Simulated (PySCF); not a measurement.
## Static response to an electric field

2,5-dichloro-1,4-benzoquinone, C6H2Cl2O2.
SMILES with atom numbers: `[O:1]=[C:2]1[CH:3]=[C:4]([Cl:5])[C:6](=[O:7])[CH:8]=[C:9]1[Cl:10]` (hydrogens: H11 on C3; H12 on C8)

Cartesian coordinates in Å at the PBE0-D3(BJ)/def2-SVP level; atoms count from 1:
```xyz
12
C6H2Cl2O2 angstrom
O      1.8833    3.1606    0.2699
C      1.4574    2.0301    0.2762
C      0.0105    1.7465    0.3261
C     -0.4672    0.4901    0.3336
Cl    -2.1366    0.1391    0.3896
C      0.4463   -0.7024    0.2916
O      0.0198   -1.8328    0.2954
C      1.8930   -0.4180    0.2417
C      2.3718    0.8380    0.2342
Cl     4.0412    1.1884    0.1760
H     -0.6463    2.6175    0.3563
H      2.5498   -1.2890    0.2111
```

Level: CAM-B3LYP/def2-SVPD (PySCF), static field, nuclei fixed, core orbitals frozen in the response. The polarisability tensor in these axes (au):

```
x   132.79  27.47  -2.44
y    27.47 124.19  -0.46
z    -2.44  -0.46  58.70
```

Task: Diagonalise the tensor; give its mean and Δα, where Δα² is half the sum of the squared differences of the eigenvalues.

Result: Principal values 58.62, 100.72 and 156.35 au; mean 105.23 au = 15.59 Å³ = 17.35 × 10⁻⁴⁰ C²·m²/J; Δα = 84.91 au (81 % of the mean).

Task: What is the dipole moment?

Result: 0.01 D; point group C2h allows none, and the residue is numerical.

Task: What depolarisation ratio follows for Rayleigh scattering of linearly polarised light, taking the static tensor?

Result: ρ = 3Δα²/(45ᾱ² + 4Δα²) = 21628.1/(498300 + 28837.5) = 0.041.

Task: What are the principal values of the traceless quadrupole moment, Θ = ½Σq(3rr − r²1), about the centre of nuclear charge?

Result: -18.93, 6.68, 12.25 D·Å. The electronic extent ⟨r²⟩ about the same centre is 2076 bohr², a root-mean-square distance of 2.57 Å for the 88 electrons.

Task: What would n − 1 = 2πNα be for an ideal gas of these molecules at 500 K and 1 atm, electronic part alone?

Result: N = p/kT = 1.4678 × 10¹⁹ cm⁻³, so n − 1 = 2π × N × 15.59 × 10⁻²⁴ cm³ = 1438 × 10⁻⁶ at long wavelengths.

Task: Find the Langevin capture rate constant for H3+ (3.023 u) meeting this molecule (175.943 u), k = 2.342 × 10⁻⁹ cm³/s × √(α in Å³ / reduced mass in u).

Result: The reduced mass is 2.97 u, so k = 5.36 × 10⁻⁹ cm³/s.

Task: Molar refractivity from α?

Result: Lorentz–Lorenz: R = (4π/3)N_A α = 2.5225 cm³/(mol·Å³) × 15.59 Å³ = 39.3 cm³/mol, in the limit of long wavelengths.

Geometry: PBE0-D3(BJ)/def2-SVP; no solvent, vibrations or thermal averaging.
